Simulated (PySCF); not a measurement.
C2H7FO2Sn, SMILES C[CH2][Sn]([OH])([OH])[F].

Geometry: B3LYP-D3(BJ)/def2-SVP. The structure was generated by enumeration; whether it is a known compound was not checked. The def2 effective core potentials stand for the cores of Sn; spin–orbit coupling is left out. Other conformers were not sampled.

Vertical ionisation energy (IE) and electron affinity (EA) in eV. Rows of orbital energies are one-electron estimates. Where ΔSCF, EOM or ADC give a negative EA the extra electron is unbound and the value depends on the basis.

| level | IE | EA |
|---|---|---|
| −ε(HOMO), −ε(LUMO), ωB97X/def2-TZVP (PySCF) | 10.92 | -0.77 |
| −ε(HOMO), −ε(LUMO), PBE/def2-TZVP (PySCF) | 6.97 | 2.25 |
